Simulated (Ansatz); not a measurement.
Reactions of `C=C[SiH2]BN`.

Program: Ansatz. Geometries: PBE0-D4/def2-TZVP. ΔE: electronic, gas phase. CCSD(T)/CBS adds triple-zeta CCSD(T) − MP2 to the extrapolated MP2 energy (def2 sets, frozen cores). This one scheme is used for every species, atoms too. Functionals use def2-TZVPP. No spin–orbit coupling; open shells (•) take unrestricted orbitals. Spin–orbit coupling would lower the free atoms: a little for B, C, Si. For Ge outer-core shells are correlated without core-valence functions, so the limit isn't a true one: a few kJ/mol of doubt a bond, and 10 to 20 or more in all where bonds break to atoms. Scalar relativity is left out up to krypton. Each species was taken in one conformer, which may not be the lowest.

| reaction | ωB97X-V (kcal/mol) | CCSD(T)/CBS(def2) (kcal/mol) |
| --- | --- | --- |
| `C=C[SiH2]BN` → `BN([SiH3])C=C` | -3.7 | -3.7 |
| `C=C[SiH2]BN` + H₂O → `C=C[SiH2]O` + `BN` | -26.6 | -25.7 |
| `C=C[SiH2]BN` + SiH₄ → `NB[SiH2][SiH3]` + ethylene | -2.6 | -2.4 |
| `C=C[SiH2]BN` → `CN1CB[SiH2]1` | 34.5 | 38.9 |
| `C=C[SiH2]BN` + `[SH][GeH3]` → `NB[S][GeH3]` + `C=C[SiH3]` | -20.5 | -20.8 |
| `C=C[SiH2]BN` → B• + 2 C• + 8 H• + N• + Si• | 1161.6 | 1155.2 |

Largest T1 diagnostic: 0.014, for `NB[SiH2][SiH3]`.
